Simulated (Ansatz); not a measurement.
**Question.** Name a neutral molecule of B, Br, F, Si and H with LUMO energy (ωB97M-V/def2-TZVPP) between -0.20 and 0.10 eV and size of the dipole moment (B3LYP/def2-TZVPP) between 1.25 and 1.55 D (Ansatz, PBE0-D4/def2-TZVP geometry).

**Answer.** `B[SiH](F)Br` (-0.11 eV, 1.28 D). Other molecules can fit too; these were computed, each in one conformer that needn't be the lowest.

B3LYP here is the variant with VWN-RPA as its local correlation; programs differ in this.
